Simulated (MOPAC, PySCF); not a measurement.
Ligand exchange on a metal centre used in film growth or etching (Ti F-OH). Gas-phase values, no solvent. One relaxed conformer stands for each flexible species; it need not be the lowest.

Quantity: redistribution energy (mixed species minus the weighted end members), in kJ/mol. Semi-empirical values (MOPAC) are differences of heats of formation.

Level 1: B3LYP-D3(BJ)/def2-TZVP // BP86-D3(BJ)/def2-SVP (PySCF)
Level 2: BP86/6-31G* (LANL2DZ on Ti) // BP86-D3(BJ)/def2-SVP (PySCF)
Level 3: HF/6-31G* (LANL2DZ on Ti) // BP86-D3(BJ)/def2-SVP (PySCF)
Level 4: PM7 // BP86-D3(BJ)/def2-SVP (MOPAC)

```tsv
species	level 2	level 3	level 4
3 of 4 F replaced by OH: [Ti(F)(OH)3]	-4.64	-8.61	-31.67
1 of 4 F replaced by OH: [Ti(F)3(OH)]	1.33	-4.48	-58.7
2 of 4 F replaced by OH: [Ti(F)2(OH)2]	3.30	-4.74	-75.6
```

What does level 1 give for each?


- 3 of 4 F replaced by OH: [Ti(F)(OH)3]: -8.44
- 1 of 4 F replaced by OH: [Ti(F)3(OH)]: -6.18
- 2 of 4 F replaced by OH: [Ti(F)2(OH)2]: -7.18
